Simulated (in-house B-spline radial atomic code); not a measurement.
**Two electrons outside the [Kr] 4d10 5s2 core: neutral tin**

Computed with an all-electron radial atomic-structure program (B-spline basis): configuration interaction (CI) of the two valence electrons in the field of the frozen Dirac-Fock core, alone and with many-body perturbation theory for the core (screened one- and two-electron correlation potentials), Breit and QED terms; no-pair Dirac Hamiltonian, finite nucleus. Labels give the configuration (outer n counted up each series) and the leading LS term, or the jj pair where no LS term holds 70 %.

The outer s² shell of this core is soft: its mixing with p² is only treated to second order, so levels can be several per cent off.

Excitation energies (cm⁻¹):

```tsv
level	purity of the LS term	CI alone	CI + MBPT + Breit + QED	Landé g of the LS mixture	measured (NIST)
5p2 3P0	0.97	0	0	-	0
5p2 3P1	0.999	1540	1692	1.50	1692
5p2 3P2	0.887	?	?	?	?
5p2 1D2	0.887	8526	8611	1.06	8613
5p2 1S0	0.97	15653	18411	-	17162
5p6s 3P°0	1.0	29822	36062	-	34641
5p6s 3P°1	0.756	?	?	?	?
```

Problem. Where does 5p2 3P2 lie?

Solution. 3212 cm⁻¹ in CI alone and 3448 cm⁻¹ with all corrections; g = 1.44; measured 3428 cm⁻¹.

Problem. Where does 5p6s 3P°1 lie?

Solution. 30061 cm⁻¹ in CI alone and 36337 cm⁻¹ with all corrections; g = 1.38; measured 34914 cm⁻¹.

Problem. What is the first ionisation energy?

Solution. 7.4558 eV to the 5p1/2 state of the next ion (6.5976 eV from CI alone). NIST lists 7.343918 ± 1.2e-05 eV (measured).

Some electric-dipole lines (reduced elements in atomic units, length form; vacuum wavelengths from the computed energies):

```csv
upper,lower,D bare (size),D with core polarisation (size),λ (nm),A (s⁻¹)
5p6s 3P°0,5p2 3P1,1.77,1.58,290.95,2.1e+08
```

Weak lines are less accurate than strong ones.
